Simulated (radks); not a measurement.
The table gives one normalised radial function P(r) = r R(r) of Au56+ in [Ar] 3d5 (r in bohr). Calculated with a radial shooting solver on a logarithmic mesh with Libxc functionals: non-relativistic Kohn-Sham, LB94 model potential, spin-polarised, spherical densities, point nucleus; open shells are filled with parallel spins first (spin-orbit coupling, left out, can overturn this in heavy ions); relativity is left out, which matters for an element this heavy.

r	P
0.001905	0.0346
0.002645	0.0648
0.003672	0.1200
0.005097	0.2186
0.007075	0.3898
0.009822	0.6748
0.01363	1.1209
0.01893	1.7594
0.02628	2.5550
0.03648	3.3361
0.05063	3.7680
0.07029	3.4911
0.09758	2.4665
0.1355	1.2034
0.188	0.3547
0.261	0.0524
0.3624	0.0030
0.503	0.0000

Which n and l does it have? It may be an empty orbital.

Answer. n = 2, l = 1: the number of nodes gives n - l - 1 = 0, the rise at small r (about r^(l+1)) gives l, and the extent must fit the shell. The curve is that of 2p up; the table hardly tells the two spins apart. 2p up: eigenvalue -15422.9 eV, 0 radial nodes, <r> = 0.0677 bohr, 90 % of the charge inside 0.109 bohr.
